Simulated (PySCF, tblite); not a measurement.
C₂H₈AlFS.
Atom-mapped SMILES: `[CH3:1][S@@+:2]([AlH3-:3])[CH2:4][F:5]` (hydrogens: H6, H7, H8 on C1; H9, H10, H11 on Al3; H12, H13 on C4)

Jobs on this species (13 atoms, 58 electrons) with PySCF (density fitting) and tblite. Hardware of each: Arm Neoverse V1, one thread, on a shared host. Other jobs ran on the host; a repeat could differ by tens of per cent or more.

Question: Rank these jobs by wall time, shortest first.
A. PBE0/def2-SVPD; 8 singlets by full TDDFT, 3 Tamm–Dancoff triplets, polarisability; 178 basis functions
B. GFN2-xTB; L-BFGS relaxation
C. PBE0/pcSseg-1; shieldings, charges and field gradients; 139 basis functions

Answer: B (0.84 s), C (15 s), A (25 s).

All jobs:

| level and settings | work | basis functions | SCF cycles | wall time |
| --- | --- | --- | --- | --- |
| GFN2-xTB | L-BFGS relaxation | – | – | 0.84 s |
| PBE0/pcSseg-1 | shieldings, charges and field gradients | 139 | 12 | 15 s |
| PBE0/def2-SVPD | 8 singlets by full TDDFT, 3 Tamm–Dancoff triplets, polarisability | 178 | 13 | 25 s |

What do all jobs in the table cost together?

About 41 s; the longest takes about 61 % of that, and about 30 times as long as the shortest.
